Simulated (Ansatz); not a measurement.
Cost and result for the atomization energy of C$_{3}$H$_{7}$ClOSi (`CC(C)O[Si]Cl`) (13 atoms, 12 bonds).

Cartesian coordinates in Å:
```
C -1.1302 -0.1211 -1.0895
C -0.1112 0.1467 -0.0055
C 0.1543 -1.0605 0.8667
O 1.1123 0.5366 -0.6368
Si 2.2878 1.6190 -0.3582
Cl 1.6462 2.5665 1.4264
H -0.7968 -0.9382 -1.7333
H -2.0887 -0.3980 -0.6452
H -1.2809 0.7660 -1.7071
H -0.4470 0.9788 0.6219
H -0.7692 -1.3870 1.3499
H 0.5420 -1.8863 0.2655
H 0.8814 -0.8224 1.6453
```

The species carries charge 0 and has multiplicity 1. All single points use the PBE0-D4/def2-TZVP geometry. It is one conformer, not always the lowest. Program: Ansatz. All runs use 4 threads of an Arm Neoverse V2 on a shared host. Times are those of one run each, without the atoms' runs, and a repeat can differ threefold. Electronic energies, without spin–orbit coupling; frozen cores. CCSD(T)/CBS adds CCSD(T) − MP2 in def2-TZVPP to the MP2 limit, and its time is that of the two runs behind it. T1 = 0.013. HSE06 is the plane-wave form, built on full-range PBE exchange.

CCSD(T)/CBS is a level of theory with its own doubt, some kJ/mol a heavy atom from the limit and from the frozen cores, so smaller differences don't rank the functionals.

```tsv
level	functions	wall time	atomization (kcal/mol)	difference from CCSD(T)/CBS	per bond
revPBE-D4/def2-TZVPP	306	2.9 s	1210.4	-4.9	-0.4
BLYP-D4/def2-TZVPP	306	2.9 s	1211.8	-3.5	-0.3
PBE-D4/def2-TZVPP (with forces)	306	3.6 s	1239.2	23.9	2.0
PBE0-D4/def2-TZVPP	306	4.7 s	1218.6	3.3	0.3
HSE06-D4/def2-TZVPP	306	4.8 s	1219.5	4.2	0.3
BHLYP-D4/def2-TZVPP	306	5 s	1180.7	-34.6	-2.9
r2SCANh-D4/def2-TZVPP	306	8 s	1210.5	-4.8	-0.4
ωB97X-V/def2-TZVPP	306	11 s	1217.3	2.0	0.2
CCSD(T)/def2-SVP	127	12 s	1152.1	-63.2	-5.3
ωB97M-V/def2-TZVPP (with forces)	306	17 s	1221.7	6.4	0.5
MP2/def2-QZVPP	578	39 s	1223.6	8.3	0.7
CCSD(T)/def2-TZVPP	306	17 min	1184.6	-30.7	-2.6
CCSD(T)/CBS(def2)	–	17 min	1215.3	0.0	0.0
```

The D4 term adds +12.3 kcal/mol with B3LYP and +6.6 kcal/mol with PBE0; it sums over pairs of atoms, weighted by their polarisabilities, and B3LYP, whose exchange is more repulsive, gets the larger term. Leaving LDA and LC-ωPBE aside and taking each functional with its dispersion term where it has one, the values spread over 58.5 kcal/mol, from BHLYP-D4 to PBE-D4. LDA lies +157.5 kcal/mol from PBE without D4, its usual overbinding. In def2-TZVPP, CCSD(T) changes the Hartree–Fock value by +288.3 kcal/mol (the triples alone add +18.2 kcal/mol) and MP2 by +309.1 kcal/mol; breaking electron pairs costs correlation energy, which Hartree–Fock lacks.

B3LYP here is the variant with VWN-RPA as its local correlation; programs differ in this.
